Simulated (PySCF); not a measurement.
Species: GeH7NSi2.
Bonds: N1–Si2, Si2–Si3, Si3–Ge4, N1–Ge4. Hydrogens: H5 on N1; H6, H7 on Si2; H8, H9 on Si3; H10, H11 on Ge4.

A GFN2-xTB structure with every atom displaced at random (by about 0.01 Å) was refined with PBE0-D3(BJ)/def2-SVP geometry optimisation, gas phase in PySCF. Values at the start:

| coordinate | start |
| --- | --- |
| N1–Si2 | 1.744 Å |
| N1–Ge4 | 1.915 Å |
| N1–H5 | 0.978 Å |
| Si2–Si3 | 2.334 Å |
| Si2–H6 | 1.467 Å |
| Si3–Ge4 | 2.425 Å |
| Si3–H8 | 1.471 Å |
| Ge4–H10 | 1.519 Å |
| N1–Ge4–Si3 | 81.2° |
| N1–Ge4–H10 | 103.6° |
| Si2–N1–H5 | 122.4° |
| Si2–Si3–H8 | 123.2° |
| Si3–Ge4–H10 | 127.3° |
| Ge4–Si3–H8 | 109.3° |
| H8–Si3–H9 | 105.7° |
| H10–Ge4–H11 | 102.8° |

Task: How do these coordinates change at the PBE0-D3(BJ)/def2-SVP level?

Result: 
| coordinate | PBE0-D3(BJ)/def2-SVP (Å or °) | change |
| --- | --- | --- |
| N1–Ge4 | 1.863 | -0.052 |
| N1–H5 | 1.015 | +0.037 |
| Si2–H6 | 1.500 | +0.033 |
| Si3–Ge4 | 2.397 | -0.028 |
| Ge4–H10 | 1.546 | +0.027 |
| Si2–Si3 | 2.357 | +0.023 |
| Si3–H8 | 1.494 | +0.023 |
| N1–Si2 | 1.746 | +0.002 |
| Si3–Ge4–H10 | 118.7 | -8.6 |
| N1–Ge4–H10 | 112.0 | +8.4 |
| Ge4–Si3–H8 | 115.4 | +6.1 |
| Si2–Si3–H8 | 117.3 | -5.9 |
| H10–Ge4–H11 | 108.2 | +5.4 |
| H8–Si3–H9 | 109.8 | +4.1 |
| Si2–N1–H5 | 126.2 | +3.8 |
| N1–Ge4–Si3 | 85.0 | +3.8 |

The energy falls by 0.387 eV over 6 energy and gradient evaluations, the largest force component goes from 0.0377 to 2.9e-04 Eh/bohr, and the atoms move by 0.109 Å rms after alignment. Among the bonds, N1–Ge4 and Si3–H9 change most and about equally (-0.052 to +0.052 Å). Bonds longer at the end by more than 0.005 Å: 8 of 11; shorter: 2. Among the dihedrals that turn most is H8–Si3–Ge4–H10, from 21° to 2°. Rotational constants go from 4124, 2110, 1464 to 3990, 2219, 1503 MHz.

The run used 117 basis functions and 38 SCF cycles in all. Hardware: Arm Neoverse V1, one thread, on a shared host. Cost: 39 s wall, 0.51 GiB resident at most.

Not checked by PBE0-D3(BJ)/def2-SVP frequencies.
